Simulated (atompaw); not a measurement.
**An all-electron radial function and its pseudo partner (Zr (Z = 40))**

Columns: radius, all-electron u(r) and pseudo u(r) of the 5s shell (level -4.12 eV) of zirconium in the configuration [Ar] 3d10 4s2 4p6 4d2.5 5s1.5 5p0; PBE, scalar-relativistic, PAW (atompaw) scheme, atompaw 4.2.0.5.

```tsv
r (bohr)	all-electron	pseudo
0.090	-0.0950	-0.1551
0.181	-0.0160	-0.3048
0.271	0.1272	-0.4393
0.362	0.1584	-0.5555
0.452	0.0951	-0.6464
0.542	-0.0076	-0.7101
0.633	-0.1109	-0.7453
0.723	-0.1912	-0.7510
0.813	-0.2421	-0.7292
0.904	-0.2638	-0.6820
0.994	-0.2592	-0.6143
1.085	-0.2334	-0.5293
1.175	-0.1920	-0.4337
1.265	-0.1399	-0.3318
1.356	-0.0805	-0.2270
1.446	-0.0184	-0.1257
1.537	0.0450	-0.0289
1.627	0.1066	0.0589
1.717	0.1654	0.1374
1.808	0.2214	0.2070
1.898	0.2725	0.2665
1.988	0.3193	0.3175
2.079	0.3620	0.3619
2.169	0.3996	0.3998
2.260	0.4333	0.4333
2.350	0.4623	0.4623
```

(1) How many radial nodes do the two functions have?

(2) Is the pseudo-wave norm-conserving?

Results:

(1) The all-electron 5s function has n − l − 1 = 4 (the table is too coarse to show those close to the nucleus); the pseudo-wave has 1, since 1 lower shell of the same l stays in the valence.

(2) No, it belongs to a PAW set: the norm inside the radius is not constrained, and the difference is carried by the augmentation charge.
